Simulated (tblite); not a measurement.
Isomers of C4H6ClSi (doublet state). Calculated harmonic vibrations of the isolated species, GFN2-xTB (tblite), most abundant isotopes, no scaling. Against measured fundamentals such values can be off by several per cent, at times by over 20. Modes of hydrogen on silicon can be 10 to 20 % off. One conformer each. Open shells enter through the occupations alone, without spin polarisation, and single modes of such species can be off by tens of per cent.

Electronic energies: GFN2-xTB at the same geometries; isomer energies are rough at this level and their order can be wrong.

```json
{"SMILES": "C=C/C(Cl)=C\\[SiH2]", "electronic energy, lowest = 0 (kJ/mol)": "0.0"}
{"SMILES": "C=C/C(Cl)=[C]/[SiH3]", "electronic energy, lowest = 0 (kJ/mol)": "86.0"}
{"SMILES": "[H]/[C]=C/C(Cl)=C\\[SiH3]", "electronic energy, lowest = 0 (kJ/mol)": "100.5"}
{"SMILES": "C=[C]/C(Cl)=C\\[SiH3]", "electronic energy, lowest = 0 (kJ/mol)": "55.8"}
```

Q: How do GFN2-xTB zero-point energies change the relative energies?

A: 
```
                  SMILES  ZPE (kJ/mol)  of it from modes above 1550 cm⁻¹  electronic (kJ/mol)  with ZPE, lowest = 0 (kJ/mol)  lowest mode (cm⁻¹)  rings
      C=C/C(Cl)=C\[SiH2]         206.6                             111.8                  0.0                            0.0                 111      0
    C=[C]/C(Cl)=C\[SiH3]         193.6                             106.5                 55.8                           42.9                  54      0
    C=C/C(Cl)=[C]/[SiH3]         197.4                             116.3                 86.0                           76.7                  37      0
[H]/[C]=C/C(Cl)=C\[SiH3]         196.2                             110.6                100.5                           90.2                 145      0
```

The zero-point energies span 13.0 kJ/mol, from `C=[C]/C(Cl)=C\[SiH3]` to `C=C/C(Cl)=C\[SiH2]`. The order is unchanged.

Q: What do entropy and thermal enthalpy add at 298.15 K and 1 bar (rigid rotor, harmonic oscillator, one conformer each)?

A: 
```csv
SMILES,point group,symmetry number,S (J/(mol K)),H − H(0) (kJ/mol),ZPE + H − H(0) − TS (kJ/mol)
C=C/C(Cl)=C\[SiH2],Cs,1,373.9,23.91,119.0
C=[C]/C(Cl)=C\[SiH3],Cs,1,392.1,25.41,102.2
[H]/[C]=C/C(Cl)=C\[SiH3],Cs,1,354.3,21.92,112.5
```

S holds R ln(2S + 1) for the spin.

Not tabulated: `C=C/C(Cl)=[C]/[SiH3]` (point group not settled).
